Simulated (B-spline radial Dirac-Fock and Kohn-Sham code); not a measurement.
**Dipole and non-dipole photoemission parameters of Pd⁴⁺ 4d3/2**

System: palladium as Pd⁴⁺, [Kr] 4d6; threshold 64.97 eV (orbital energy of the model). Method: Dirac-Hartree-Slater photoionisation with a Latter tail; cross sections with all multipoles, angular parameters from the dipole term and its interference with E2. Computed with a radial finite-basis atomic code.

Input of the calculation (task.json; shells as n, l, electrons):

```json
{"items": [{
  "Z": 46,
  "q": 4,
  "cfg": [[1, 0, 2], [2, 0, 2], [2, 1, 6], [3, 0, 2], [3, 1, 6], [3, 2, 10], [4, 0, 2], [4, 1, 6], [4, 2, 6]],
  "A": 106,
  "rrms": 4.5318,
  "do": "xps",
  "hv": [58.2, 117.0, 119.0, 182.0, 200, 204.0, 274.0, 300, 316.0, 325.0, 375.0, 378.0, 524.0, 645.0, 1000, 1230.0, 1253.6, 1890.0, 2984.4, 3960.0, 4000, 4470.0, 5320.0, 5520.0, 8047.8, 10100.0, 10700.0, 11700.0, 12000, 13000.0]
}]}
```

Run with: `python xray2_run.py task.json out`

| hν (eV) | σ (kb) | β | γ | δ |
| --- | --- | --- | --- | --- |
| 117 | 84.6 | -0.719 | -0.008 | 0.035 |
| 119 | 87.3 | -0.798 | 0.020 | 0.030 |
| 182 | 188 | 0.162 | 0.075 | -0.011 |
| 200 | 194 | 0.356 | 0.053 | -0.011 |
| 204 | 195 | 0.393 | 0.049 | -0.011 |
| 274 | 169 | 0.796 | -0.002 | -0.005 |
| 300 | 155 | 0.884 | -0.012 | -0.003 |
| 316 | 146 | 0.930 | -0.017 | -0.001 |
| 325 | 142 | 0.953 | -0.019 | -0.001 |
| 375 | 117 | 1.057 | -0.024 | 0.003 |
| 378 | 116 | 1.063 | -0.024 | 0.004 |
| 524 | 67.4 | 1.226 | -0.007 | 0.013 |
| 645 | 44.6 | 1.285 | 0.029 | 0.019 |
| 1000 | 16.3 | 1.328 | 0.165 | 0.034 |
| 1230 | 9.59 | 1.316 | 0.255 | 0.042 |
| 1253.6 | 9.12 | 1.314 | 0.264 | 0.043 |
| 1890 | 2.91 | 1.239 | 0.483 | 0.065 |
| 2984.4 | 0.714 | 1.104 | 0.768 | 0.103 |
| 3960 | 0.280 | 1.003 | 0.952 | 0.139 |
| 4000 | 0.271 | 0.999 | 0.959 | 0.141 |
| 4470 | 0.185 | 0.956 | 1.030 | 0.158 |
| 5320 | 0.101 | 0.889 | 1.136 | 0.189 |
| 5520 | 0.0882 | 0.874 | 1.158 | 0.196 |
| 8047.8 | 0.0222 | 0.727 | 1.366 | 0.285 |
| 10100 | ? | ? | ? | ? |
| 10700 | 0.00750 | 0.620 | 1.503 | 0.372 |
| 11700 | 0.00530 | 0.587 | 1.542 | 0.404 |
| 12000 | 0.00480 | 0.578 | 1.553 | 0.413 |
| 13000 | 0.00350 | 0.549 | 1.584 | 0.444 |

Question: Give the values at 10100 eV.

Answer: σ = 0.00937 kb, β = 0.642, γ = 1.476, δ = 0.353.
